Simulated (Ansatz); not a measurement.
## Redistribution: C2H3F2I + CHBr2I → C2H3FI2 + CHBr2F

Species: C2H3F2I `FCC(F)I`, singlet; CHBr2I (dibromoiodomethane) `BrC(Br)I`, singlet; C2H3FI2 `FC(I)CI`, singlet; CHBr2F (dibromofluoromethane) `FC(Br)Br`, singlet. The partners trade F for I; both sit on C, so the bond types are kept.

Shapes, held fixed at every level: PBE0-D4/def2-TZVP. Flexible molecules stand in one conformer, not always the lowest. Programs: Ansatz 0.2.0. The zero-point and thermal change to 298 K, harmonic and unscaled (PBE0-D4/def2-TZVP), is -0.4 kJ/mol.

```json
{"level": "HF/def2-SVP", "kind": "Hartree–Fock", "ΔH(298 K) (kJ/mol)": "-29.5", "less CCSD(T)/def2-TZVPP": "-3.2", "CPU time (sum over the molecules)": "–"}
{"level": "PBE-D4/def2-TZVPP", "kind": "GGA", "ΔH(298 K) (kJ/mol)": "-32.4", "less CCSD(T)/def2-TZVPP": "-6.1", "CPU time (sum over the molecules)": "32 s"}
{"level": "r2SCAN-D4/def2-TZVPP", "kind": "meta-GGA", "ΔH(298 K) (kJ/mol)": "-35.8", "less CCSD(T)/def2-TZVPP": "-9.5", "CPU time (sum over the molecules)": "63 s"}
{"level": "B3LYP-D4/def2-TZVPP", "kind": "global hybrid", "ΔH(298 K) (kJ/mol)": "-29.5", "less CCSD(T)/def2-TZVPP": "-3.2", "CPU time (sum over the molecules)": "60 s"}
{"level": "BHLYP-D4/def2-TZVPP", "kind": "global hybrid", "ΔH(298 K) (kJ/mol)": "-25.9", "less CCSD(T)/def2-TZVPP": "+0.4", "CPU time (sum over the molecules)": "49 s"}
{"level": "wB97M-V/def2-TZVPP", "kind": "range-separated hybrid", "ΔH(298 K) (kJ/mol)": "-28.4", "less CCSD(T)/def2-TZVPP": "-2.1", "CPU time (sum over the molecules)": "2.6 min"}
{"level": "CCSD/def2-TZVPP", "kind": "coupled cluster or CI", "ΔH(298 K) (kJ/mol)": "-25.6", "less CCSD(T)/def2-TZVPP": "+0.7", "CPU time (sum over the molecules)": "–"}
{"level": "CCSD(T)/def2-TZVPP", "kind": "coupled cluster or CI", "ΔH(298 K) (kJ/mol)": "-26.3", "less CCSD(T)/def2-TZVPP": "0.0", "CPU time (sum over the molecules)": "40 min"}
```

The highest level, CCSD(T)/def2-TZVPP, gives ΔH(298 K) = -26.3 kJ/mol; the levels span -35.8 to -25.6. The column of differences is taken from that level and isn't an error. No measured value is set beside it here. For atoms past krypton def2 sets carry core potentials with scalar relativity. Relativity is left out for Br. Outer-core shells of Br, I are correlated, in sets that cover them unevenly. Times are processor times on shared x86 and Arm servers, and rough.
